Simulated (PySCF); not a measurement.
ZnCl2, SMILES [Cl][Zn][Cl].

Geometry optimised at PBE-D3(BJ)/def2-TZVP. The isomer is the one that the SMILES or the coordinates give; other isomers of the formula were not compared.

Two levels are set side by side: TDA-PBE/def2-SVPD (PySCF) and TDA-LC-ωPBE/def2-SVPD (PySCF). Vertical, same geometry. The lowest singlet is HOMO−1→LUMO 100 % with PBE and HOMO−1→LUMO 92 % with the other functional; states are paired by order. Differences are taken from unrounded values.

| quantity | TDA-LC-ωPBE |
|---|---|
| lowest singlet excitation (eV) | 6.73 |
| lowest triplet excitation (TDA) (eV) | 6.35 |

**Question.** What does TDA-PBE give, and how far is it from TDA-LC-ωPBE? (An estimate is asked for; the answer gives what the named calculation found.)

**Answer.** 
```json
[
 {"quantity": "lowest singlet excitation (eV)", "TDA-PBE": "5.25", "TDA-PBE minus TDA-LC-ωPBE": "-1.49"},
 {"quantity": "lowest triplet excitation (TDA) (eV)", "TDA-PBE": "4.95", "TDA-PBE minus TDA-LC-ωPBE": "-1.40"}
]
```

Functionals without exact exchange tend to place singlet excitations lower, as here. Differences between two approximate levels are no errors against the true value.

Rough cost on one machine, each run with all the roots and properties that it gave: TDA-LC-ωPBE against TDA-PBE within a factor of 2.
